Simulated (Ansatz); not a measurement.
Relaxing a trial structure of C2MgN

The starting geometry of this gas-phase doublet was optimised with GFN2-xTB; its bonds are those of `[C]1=[C]2[Mg][N]12`.

```yaml
atoms:
  - { symbol: C, position_ang: [-0.9002, 0.3565, -1.8111] }
  - { symbol: C, position_ang: [-0.6797, 1.7399, -1.5297] }
  - { symbol: Mg, position_ang: [-0.2680, 2.5808, 0.4223] }
  - { symbol: N, position_ang: [-0.6498, 0.7808, -0.5742] }
```

**Question.** Where would you expect an optimisation with PBE0-D3(BJ)/pcseg-1 to take it?

**Answer.** A bond breaks, giving a structure given below by its coordinates. Contacts that open: Mg3–N4 (2.09 → 3.29 Å).

The energy falls by 0.33 eV over 13 steps:

```json
{"step": "1", "E − E(last) (eV)": "0.327"}
{"step": "2", "E − E(last) (eV)": "0.299"}
{"step": "4", "E − E(last) (eV)": "0.274"}
{"step": "5", "E − E(last) (eV)": "0.266"}
{"step": "6", "E − E(last) (eV)": "0.244"}
{"step": "8", "E − E(last) (eV)": "0.050"}
{"step": "9", "E − E(last) (eV)": "0.015"}
{"step": "10", "E − E(last) (eV)": "0.004"}
{"step": "12", "E − E(last) (eV)": "0.000"}
{"step": "13", "E − E(last) (eV)": "0.000"}
```

Final geometry (Å):

```xyz
4

C    -0.9015    0.6618   -2.0630
C    -0.6192    1.4503   -0.9075
Mg   -0.2121    3.2014    0.2800
N    -0.7648    0.1445   -0.8021
```

The end wasn't checked by frequencies. Open shells are spin-unrestricted. Run with Ansatz 0.2.0, 20 s on 1 thread of Intel(R) Xeon(R) 6975P-C (Granite Rapids), on a shared host.
